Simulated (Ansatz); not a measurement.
The inner images of a band of CH8BNO (12 atoms, charge 0, multiplicity 1) are given out of order.

Level of theory: RKS PBE-D4/6-31G* in Ansatz 0.2.0.

Initial state:

```xyz
12
Properties=species:S:1:pos:R:3
B 0.258 0.190 0.353
O -0.977 -0.215 0.988
H -1.657 -0.338 0.303
H 1.260 -0.256 0.903
H 0.289 0.159 -0.877
N 0.410 1.849 0.692
H 1.329 2.177 0.365
C -0.684 2.679 0.135
H -1.627 2.234 0.485
H -0.619 3.733 0.451
H -0.641 2.610 -0.962
H 0.413 1.926 1.718
```

Final state:

```xyz
12
Properties=species:S:1:pos:R:3
B 0.652 0.519 -0.131
O -1.027 -0.155 2.154
H -1.644 -0.386 1.431
H 1.606 -0.101 0.257
H -0.197 0.046 -0.848
N 0.532 1.871 0.231
H 1.264 2.298 0.802
C -0.497 2.813 -0.198
H -1.227 2.279 -0.824
H -1.030 3.260 0.662
H -0.066 3.637 -0.796
H -0.612 0.666 1.815
```

Question: Put them in order from the first end to the last, with their energies above the first end.
A.
```xyz
12
Properties=species:S:1:pos:R:3
B 0.335 0.220 0.304
O -0.453 -0.479 1.322
H -1.326 -0.702 0.952
H 1.535 0.038 0.433
H -0.089 0.173 -0.845
N 0.089 1.839 0.802
H 0.941 2.245 1.209
C -0.566 2.797 -0.115
H -1.439 2.303 -0.564
H -0.882 3.717 0.404
H 0.132 3.058 -0.926
H -0.525 1.537 1.581
```
B.
```xyz
12
Properties=species:S:1:pos:R:3
B 0.285 0.198 0.314
O -0.643 -0.478 1.194
H -1.473 -0.653 0.717
H 1.455 -0.074 0.555
H -0.005 0.239 -0.879
N 0.201 1.851 0.811
H 1.148 2.225 0.956
C -0.594 2.764 -0.041
H -1.574 2.298 -0.221
H -0.733 3.758 0.418
H -0.082 2.870 -1.008
H -0.233 1.750 1.740
```
C.
```xyz
12
Properties=species:S:1:pos:R:3
B 0.256 0.193 0.317
O -0.825 -0.329 1.125
H -1.606 -0.479 0.565
H 1.362 -0.198 0.674
H 0.084 0.213 -0.900
N 0.339 1.844 0.740
H 1.298 2.194 0.612
C -0.639 2.721 0.054
H -1.632 2.263 0.170
H -0.650 3.746 0.463
H -0.386 2.747 -1.016
H 0.150 1.833 1.752
```
D.
```xyz
12
Properties=species:S:1:pos:R:3
B 0.574 0.530 0.014
O -0.799 -0.322 1.865
H -1.512 -0.494 1.218
H 1.549 -0.074 0.371
H -0.206 0.094 -0.802
N 0.423 1.886 0.399
H 1.145 2.313 0.981
C -0.498 2.851 -0.196
H -1.394 2.324 -0.560
H -0.816 3.616 0.534
H -0.040 3.371 -1.058
H -0.673 0.651 1.790
```
E.
```xyz
12
Properties=species:S:1:pos:R:3
B 0.402 0.384 0.231
O -0.525 -0.224 1.474
H -1.375 -0.539 1.099
H 1.531 -0.020 0.393
H -0.150 0.130 -0.822
N 0.159 1.845 0.721
H 0.980 2.269 1.163
C -0.527 2.809 -0.144
H -1.435 2.339 -0.556
H -0.830 3.708 0.422
H 0.097 3.131 -1.000
H -0.575 0.916 1.574
```

Answer: C (+0.03 eV), B (+0.07 eV), A (+0.14 eV), E (+0.96 eV), D (+0.75 eV).

The run took 3.4 min on 1 thread of Arm Neoverse V2, with other jobs on the host, peak memory 0.11 GiB.
